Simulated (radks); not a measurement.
The iridium ion Ir+, 76 electrons, occupied as [Xe] 4f14 5d7 6s1.

All-electron calculation, Dirac Kohn-Sham, BLYP, spin-unpolarised, spherical densities, finite nucleus; open shells fill j = l - 1/2 first; Fermi nuclear charge, rms radius 5.4032 fm. Program: a radial shooting solver on a logarithmic mesh with Libxc functionals.

Energy parts (eV):
part                       energy
total                  -485865.87
kinetic                 553382.96
electron-nucleus      -1218514.17
Hartree                 188779.74
exchange-correlation     -9514.40

Orbitals (lengths in bohr, moments of r in powers of bohr; <r^-3> diverges for s and p1/2):
[
 {"orbital": "1s1/2", "occ.": "2", "eigenvalue (eV)": "-75998.37", "<r^-3>": "-", "<r>": "0.01744", "<r^4>": "4.814e-07"},
 {"orbital": "2s1/2", "occ.": "2", "eigenvalue (eV)": "-13292.15", "<r^-3>": "-", "<r>": "0.07297", "<r^4>": "0.00007086"},
 {"orbital": "2p1/2", "occ.": "2", "eigenvalue (eV)": "-12737.40", "<r^-3>": "-", "<r>": "0.06017", "<r^4>": "0.00004231"},
 {"orbital": "2p3/2", "occ.": "4", "eigenvalue (eV)": "-11109.43", "<r^-3>": "18750", "<r>": "0.06848", "<r^4>": "0.00006391"},
 {"orbital": "3s1/2", "occ.": "2", "eigenvalue (eV)": "-3114.498", "<r^-3>": "-", "<r>": "0.1899", "<r^4>": "0.002593"},
 {"orbital": "3p1/2", "occ.": "2", "eigenvalue (eV)": "-2865.041", "<r^-3>": "-", "<r>": "0.1801", "<r^4>": "0.002270"},
 {"orbital": "3p3/2", "occ.": "4", "eigenvalue (eV)": "-2508.613", "<r^-3>": "4313", "<r>": "0.1954", "<r^4>": "0.003079"},
 {"orbital": "3d3/2", "occ.": "4", "eigenvalue (eV)": "-2090.511", "<r^-3>": "750.4", "<r>": "0.1705", "<r^4>": "0.002061"},
 {"orbital": "3d5/2", "occ.": "6", "eigenvalue (eV)": "-2013.475", "<r^-3>": "628.8", "<r>": "0.1751", "<r^4>": "0.002260"},
 {"orbital": "4s1/2", "occ.": "2", "eigenvalue (eV)": "-670.2847", "<r^-3>": "-", "<r>": "0.4233", "<r^4>": "0.05939"},
 {"orbital": "4p1/2", "occ.": "2", "eigenvalue (eV)": "-564.8877", "<r^-3>": "-", "<r>": "0.4266", "<r^4>": "0.06397"},
 {"orbital": "4p3/2", "occ.": "4", "eigenvalue (eV)": "-480.5457", "<r^-3>": "1022", "<r>": "0.4604", "<r^4>": "0.08641"},
 {"orbital": "4d3/2", "occ.": "4", "eigenvalue (eV)": "-307.4205", "<r^-3>": "158.0", "<r>": "0.4719", "<r^4>": "0.1064"},
 {"orbital": "4d5/2", "occ.": "6", "eigenvalue (eV)": "-291.7658", "<r^-3>": "129.5", "<r>": "0.4832", "<r^4>": "0.1167"},
 {"orbital": "5s1/2", "occ.": "2", "eigenvalue (eV)": "-105.6610", "<r^-3>": "-", "<r>": "0.9789", "<r^4>": "1.693"},
 {"orbital": "5p1/2", "occ.": "2", "eigenvalue (eV)": "-72.5428", "<r^-3>": "-", "<r>": "1.065", "<r^4>": "2.502"},
 {"orbital": "4f5/2", "occ.": "6", "eigenvalue (eV)": "-71.5817", "<r^-3>": "25.73", "<r>": "0.5316", "<r^4>": "0.2578"},
 {"orbital": "4f7/2", "occ.": "8", "eigenvalue (eV)": "-68.4623", "<r^-3>": "24.47", "<r>": "0.5393", "<r^4>": "0.2745"},
 {"orbital": "5p3/2", "occ.": "4", "eigenvalue (eV)": "-58.9440", "<r^-3>": "161.6", "<r>": "1.165", "<r^4>": "3.621"},
 {"orbital": "5d3/2", "occ.": "4", "eigenvalue (eV)": "-15.8090", "<r^-3>": "13.16", "<r>": "1.643", "<r^4>": "19.37"},
 {"orbital": "5d5/2", "occ.": "3", "eigenvalue (eV)": "-14.5536", "<r^-3>": "10.34", "<r>": "1.710", "<r^4>": "23.08"},
 {"orbital": "6s1/2", "occ.": "1", "eigenvalue (eV)": "-13.5216", "<r^-3>": "-", "<r>": "2.720", "<r^4>": "108.2"}
]

The highest occupied level is 6s1/2 at -13.522 eV. For comparison, the ionisation energy in NIST's Atomic Spectra Database is 17.0 eV (semi-empirical). In exact Kohn-Sham theory the highest level is minus the ionisation energy, but local and semilocal functionals leave it too shallow, through self-interaction and a potential that decays too fast; potentials with the right tail come closer. The density falls to 0.001 e/bohr^3 at r = 4.11 bohr. Summed over all electrons, <r^2> = 52.60 bohr^2, which gives a Langevin (diamagnetic) susceptibility term of -41.7 x 10^-6 cm^3/mol. The electron density at the nucleus is 1.821e+06 e/bohr^3.

Beside tabulated values, note that spin-unpolarised runs miss the spin-polarisation part of the exchange energy of open shells.
